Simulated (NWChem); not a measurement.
Species: methylammonium (CH6N cation); SMILES C[NH3+]

```xyz
8

C      0.0000     0.0000     0.8146
N      0.0000     0.0000    -0.7025
H     -1.0168     0.1956     1.1548
H      0.6778     0.7828     1.1548
H      0.3391    -0.9784     1.1548
H     -0.6253    -0.7236    -1.0803
H      0.9394    -0.1797    -1.0803
H     -0.3140     0.9034    -1.0803
```
Atoms are numbered in this order, from 1.

Program: NWChem. All runs use the structure optimised with B3LYP/6-31G* (spherical d). GIAO values for the isolated, static molecule; σ is the absolute isotropic shielding, δ = σ(reference) − σ with the isolated reference molecule computed at the same levels (13C: tetramethylsilane, 1H: tetramethylsilane, 15N: ammonia).

Question: Estimate the computed values for PBE/pcSseg-1. Quantities: δ C1 (ppm); δ N2 (ppm); δ H3 (ppm); δ H6 (ppm).

Answer: δ C1 (ppm): 35.8
δ N2 (ppm): 50.5
δ H3 (ppm): 3.53
δ H6 (ppm): 4.52
